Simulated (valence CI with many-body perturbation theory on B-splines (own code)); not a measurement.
# As27+ in brief

Calculated by valence CI with perturbative core correlation (CI+MBPT): four valence electrons over a frozen Dirac-Fock core [He], radial functions for each j: 9 s, 9 p, 8 d, 6 f, 3 g, 1 h, with the one-electron correlation potential Σ1 (screened to all orders), the two-electron term Σ2, the three-electron term Σ3, Breit, model QED; selected single and double excitations, second order for the rest, scaled by the run's own slope (own B-spline code, finite nucleus).

No measured spectrum was set against this ion. As an estimate, large intervals hold to a few tenths of a per cent, small ones and those within an open d or f shell to about a per cent. Among the levels kept, up to 510 cm⁻¹ of a level comes from second order outside the variational space, and about a tenth of that is noise between levels of different J, which matters for small intervals.

Levels are named by their leading jj configuration (3d3/2^4 stands for four electrons in 3d with j = 3/2), which in mixed levels can hold well under half, so a name can repeat and another be missing.

Rates and lifetimes use the calculated energies. Strong lines usually hold to 10 to 20 %, long lifetimes can be off by a factor of two.

(1) What is the ground level?

(2) What are the static dipole polarisabilities of the lowest levels?

(3) What is the ionisation energy?

(4) Name the longest-lived excited levels whose lifetime is computed, and their main decay.

(5) Among levels below 1798.6 eV, which E1 lines absorb most strongly from the ground level?

Results:

(1) (2s^2 2p1/2^2) J=0, composition 81 % 2s2 2p2 3P + 18 % 2s2 2p2 1S.

(2) (2s^2 2p1/2^2) J=0 0.00427; (2s^2 2p1/2 2p3/2) J=1 0.00477 (tensor 0.00025); (2s^2 2p1/2 2p3/2) J=2 0.00454 (tensor 0.00037) bohr³, of which the core gives 7.46e-06.

(3) 2942.4 eV; NIST lists 2938 ± 3 eV (semi-empirical).

(4) (2s^2 2p1/2 2p3/2) J=2 at 40.8 eV lives 359 μs, mostly by M1 to (2s^2 2p1/2 2p3/2) J=1; (2s^2 2p1/2 2p3/2) J=1 at 31.9 eV lives 4.01 μs, mostly by M1 to (2s^2 2p1/2^2) J=0; (2s^2 2p3/2^2) J=2 at 79.5 eV lives 1.53 μs, mostly by M1 to (2s^2 2p1/2 2p3/2) J=1.

(5) to (2s^2 2p1/2 3d3/2) J=1 at 0.7138 nm, f = 1.34; to (2s 2p1/2^2 3p3/2) J=1 at 0.6972 nm, f = 0.318; to (2s 2p1/2^2 2p3/2) J=1 at 7.957 nm, f = 0.105.
